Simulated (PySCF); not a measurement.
# Reading the logs of faulty runs: BClH4Si2

These are calculations, not measurements. The program is PySCF 2.14.0, an open-source quantum chemistry code, run on an isolated molecule that a program drew, which may never have been made. The molecule is BClH4Si2 (charge 0, singlet), drawn as the SMILES string `[SiH3][Si]BCl`.

Each row is a Hartree-Fock (HF) and frozen-core CCSD(T) single point in the cc-pV(D+d)Z basis, meant for a local HF minimum. Run 1 is clean. Each other run has one planted mistake out of seven kinds, and not every kind appears here: one electron removed, one electron added, multiplicity raised by two, geometry at a saddle point, minimal basis STO-3G, one bond length entered in bohr, all coordinates scaled. The reference is restricted for singlets and unrestricted otherwise, and also for a bond in bohr. Adding or removing an electron swaps singlet and doublet. Electrons count all cores. HOMO and LUMO are orbital energies over both spins, the gradient is its largest component, and the lowest frequency (negative if imaginary) is given only where the gradient is small. Bond lengths are over the 7 bonds as drawn. T1 is the CCSD diagnostic: over 0.02 (restricted) or 0.045 (unrestricted) a single reference is doubtful.

Geometry of the clean run:
```xyz
8
BClH4Si2, angstrom
Si    0.8221    0.7239   -0.6533
Si    0.9476   -1.0851    0.9419
B    -1.0540   -1.1871    1.1250
Cl   -1.8709   -0.1806    2.3445
H    -0.3754    0.7204   -1.5290
H     0.8063    1.9573    0.1750
H     2.0259    0.7419   -1.5176
H    -1.7583   -1.9163    0.4881
```

| run | electrons | basis functions | <S^2> | HOMO (eV) | LUMO (eV) | gradient (hartree/bohr) | lowest frequency (cm^-1) | mean bond (Å) | longest bond (Å) | T1 | HF (hartree) | CCSD(T) (hartree) | mistake |
|---|---|---|---|---|---|---|---|---|---|---|---|---|---|
| 1 | 54 | 103 | 0.000 | -8.82 | -0.04 | 1.4e-05 | 62 | 1.6937 | 2.415 | 0.0165 | -1064.35548 | -1064.83609 | no fault |
| 2 | 54 | 103 | 0.000 | -8.80 | 0.00 | 6.5e-03 | - | 1.6751 | 2.389 | 0.0164 | -1064.35467 | -1064.83514 | all coordinates scaled |
| 3 | 55 | 103 | 0.767 | -1.84 | 6.58 | 2.4e-02 | - | 1.6937 | 2.415 | 0.0194 | -1064.38898 | -1064.88194 | one electron added |
| 4 | 53 | 103 | 0.767 | -15.59 | -6.77 | 3.7e-02 | - | 1.6937 | 2.415 | 0.0249 | -1064.07042 | -1064.52356 | one electron removed |
| 5 | 54 | 36 | 0.000 | -6.15 | 5.06 | 2.5e-02 | - | 1.6937 | 2.415 | 0.0147 | -1052.45584 | -1052.61470 | minimal basis STO-3G |
| 6 | 54 | 103 | 2.020 | -8.31 | -0.37 | 2.3e-02 | - | 1.6937 | 2.415 | 0.0203 | -1064.33767 | -1064.79843 | ? |

**Which mistake was planted in run 6, and what did it cost?**

Electrons, basis and geometry are unchanged, and <S^2> is 2.020, beside S(S+1) = 2.00 for a multiplicity of 3. So the mistake is: multiplicity raised by two. Subtracting run 1 and multiplying by 627.51 kcal/mol a hartree, the energy moved by 11.2 kcal/mol in HF and 23.6 kcal/mol in CCSD(T).

